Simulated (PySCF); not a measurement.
C6H11Cl3Si, SMILES CC(C)(C)/C=C\[Si](Cl)(Cl)Cl (GFN2-xTB optimised geometry):

```
21

C      1.894     0.514    -1.465
C      1.659     0.105    -0.002
C      2.974    -0.419     0.590
C      1.211     1.321     0.808
C      0.665    -1.025     0.000
C     -0.667    -1.025     0.000
Si    -1.967     0.336     0.000
Cl    -2.149     1.287     1.780
Cl    -3.735    -0.594    -0.376
Cl    -1.712     1.725    -1.459
H      2.236    -0.337    -2.050
H      2.650     1.294    -1.514
H      0.976     0.890    -1.907
H      3.344    -1.272     0.024
H      3.735     0.358     0.567
H      2.829    -0.725     1.623
H      0.409     1.856     0.313
H      0.875     1.020     1.797
H      2.045     2.009     0.924
H      1.146    -1.997    -0.040
H     -1.126    -2.009    -0.026
```

Computed with PBE/def2-SVP run with PySCF.

What are the frontier orbital energies and the dipole moment?

HOMO-2 -7.50 eV, HOMO-1 -7.39 eV, HOMO -6.73 eV, LUMO -1.81 eV, LUMO+1 -0.20 eV; dipole moment 2.30 D.

Meta-Löwdin charges at PBE/def2-SVP: C1 -0.30, C2 0.06, C3 -0.30, C4 -0.31, C5 -0.04, C6 -0.37, Si7 0.83, Cl8 -0.23, Cl9 -0.24, Cl10 -0.23, H11 0.10, H12 0.10, H13 0.10, H14 0.10, H15 0.10, H16 0.10, H17 0.10, H18 0.10, H19 0.10, H20 0.10, H21 0.13.
